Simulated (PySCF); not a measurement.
# Vibration and rotation of MoN

ROHF-CCSD(T) constants of MoN, ⁴Σ⁻ (quartet), unpaired electrons σ ↑, δ ↑↑ (Mo def2-TZVPP with ECP28, N def2-TZVPP; scalar-relativistic core potentials (PySCF 2.14); masses 97.9054 and 14.0031 u):

```
ωe                     : 1071.0 cm⁻¹
ωexe                   : 4.47 cm⁻¹
Be                     : 0.51267 cm⁻¹
αe                     : 0.00275 cm⁻¹
D (centrifugal)        : 4.7e-07 cm⁻¹
De to Mo (4d5 5s1) + N : 5.07 eV
```

**Question.** Give the vibrational terms G(v) and spacings up to v = 6.

**Answer.** G(v) = ωe(v+½) − ωexe(v+½)².

```csv
v,G(v) (cm⁻¹),G(v) − G(v−1),Bv (cm⁻¹)
0,534.4,,0.5113
1,1596.4,1062.1,0.5085
2,2649.6,1053.1,0.5058
3,3693.7,1044.2,0.5030
4,4729.0,1035.2,0.5003
5,5755.3,1026.3,0.4975
6,6772.6,1017.4,0.4948
```

**Question.** How well does the Morse estimate ωe²/(4ωexe) reproduce De, and what is D0?

**Answer.** It gives 7.95 eV, 157 % of the computed De. D0 = De − G(0) = 5.07 − 0.07 = 5.00 eV.

Correlated steps freeze 1 core orbital. These are scalar-relativistic numbers at best; spin–orbit coupling would shift them, the dissociation energy most. The state is the lowest single determinant that the PBE0 search found; with open d or f shells the true ground state can be another one.
